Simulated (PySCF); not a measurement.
The dipole of `C=Cc1nnc(C)c(F)c1C` from its density and from atomic charges.

Coordinates (GFN2-xTB, Å) and charges (e) from the PBE0/pcSseg-1 density (PySCF):

| atom | x | y | z | Mulliken | IAO | Hirshfeld | ESP-fitted |
| --- | --- | --- | --- | --- | --- | --- | --- |
| C1 | 3.157 | -0.952 | -1.040 | -0.0445 | -0.2681 | -0.0746 | -0.1709 |
| C2 | 2.365 | -0.052 | -0.471 | -0.2630 | -0.1656 | -0.0577 | -0.4243 |
| C3 | 0.921 | -0.227 | -0.355 | +0.2106 | +0.1022 | +0.0484 | +0.3803 |
| N4 | 0.411 | -1.344 | -0.856 | -0.2914 | -0.1699 | -0.0958 | -0.1433 |
| N5 | -0.854 | -1.605 | -0.809 | -0.2259 | -0.1582 | -0.1052 | -0.5098 |
| C6 | -1.710 | -0.763 | -0.255 | -0.0948 | +0.0909 | +0.0456 | +0.6269 |
| C7 | -3.154 | -1.130 | -0.238 | -0.1609 | -0.4354 | -0.1221 | -0.5018 |
| C8 | -1.241 | 0.437 | 0.295 | +0.4587 | +0.2683 | +0.0871 | -0.1069 |
| F9 | -2.126 | 1.289 | 0.858 | -0.2743 | -0.2649 | -0.0613 | -0.1227 |
| C10 | 0.103 | 0.750 | 0.264 | -0.3946 | -0.0263 | -0.0013 | +0.1022 |
| C11 | 0.629 | 2.023 | 0.844 | -0.1134 | -0.4348 | -0.1146 | -0.4548 |
| H12 | 4.221 | -0.802 | -1.115 | +0.1174 | +0.1567 | +0.0534 | +0.1478 |
| H13 | 2.749 | -1.862 | -1.445 | +0.1381 | +0.1751 | +0.0463 | +0.1019 |
| H14 | 2.773 | 0.862 | -0.064 | +0.0908 | +0.1447 | +0.0455 | +0.1980 |
| H15 | -3.739 | -0.378 | -0.765 | +0.1367 | +0.1605 | +0.0494 | +0.1376 |
| H16 | -3.519 | -1.176 | 0.787 | +0.1368 | +0.1605 | +0.0494 | +0.1371 |
| H17 | -3.283 | -2.096 | -0.716 | +0.1378 | +0.1721 | +0.0525 | +0.1463 |
| H18 | -0.183 | 2.613 | 1.263 | +0.1360 | +0.1669 | +0.0463 | +0.1714 |
| H19 | 1.127 | 2.612 | 0.074 | +0.1499 | +0.1627 | +0.0542 | +0.1419 |
| H20 | 1.349 | 1.811 | 1.633 | +0.1499 | +0.1627 | +0.0542 | +0.1430 |

Question: Compute μ = Σ q r for each scheme (1 e·Å = 4.803 D) and compare with the dipole of the full density.

Answer: The full density gives (0.51, 2.71, 1.32) D, 3.06 D in size; dipole vectors point from the negative to the positive end.

| scheme | μx | μy | μz | size (D) | share of the full size (%) | angle to the full dipole (°) |
| --- | --- | --- | --- | --- | --- | --- |
| Mulliken | 0.50 | 2.80 | 1.37 | 3.16 | 103 | 0 |
| IAO | 1.34 | 1.16 | 0.41 | 1.82 | 59 | 38 |
| Hirshfeld | 0.26 | 1.32 | 0.64 | 1.49 | 49 | 0 |
| ESP-fitted | 0.53 | 2.74 | 1.33 | 3.09 | 101 | 0 |

Question: Which set comes closest?

Answer: Length of the difference vector: ESP-fitted 0.03 D, Mulliken 0.10 D, Hirshfeld 1.57 D, IAO 1.99 D. Closest: ESP-fitted. ESP charges are fitted to the potential around the molecule, whose slowest-falling term is the dipole's. The schemes that divide the density aren't constrained to reproduce the dipole.

Question: What is left for the Hirshfeld atoms' own dipoles?

Answer: The shares of the density sum to the whole, so what Σ q r misses lies in dipoles about the nuclei. The atomic dipoles sum to (0.51, 2.71, 1.32) − (0.26, 1.32, 0.64) = (0.25, 1.39, 0.68) D, 1.57 D in size.

Question: With the origin at the mean of the coordinates, (0.000, 0.001, -0.106) Å, which are the largest single terms, by size, of the Hirshfeld dipole along the direction of the full one?

Answer: C11 -1.27, N5 +0.94, C7 +0.93, H17 -0.67, H20 +0.67 D; all 20 atoms together +1.49 D. The single terms depend on the origin, their sum doesn't.

Question: Give the size of the full dipole in other units.

Answer: 3.06 D = 1.204 au = 0.637 e·Å = 10.21 × 10⁻³⁰ C·m.

One conformer (not necessarily the lowest) at the GFN2-xTB geometry, without solvent, vibrations or thermal averaging.

The run behind these numbers computed NMR shieldings as well. The run took 84 s wall on one thread of an Arm Neoverse N1, on a shared host.

The values belong to the conformer `[CH2:1]=[CH:2][c:3]1[n:4][n:5][c:6]([CH3:7])[c:8]([F:9])[c:10]1[CH3:11]`: C1–C2–C3–N4 0°.
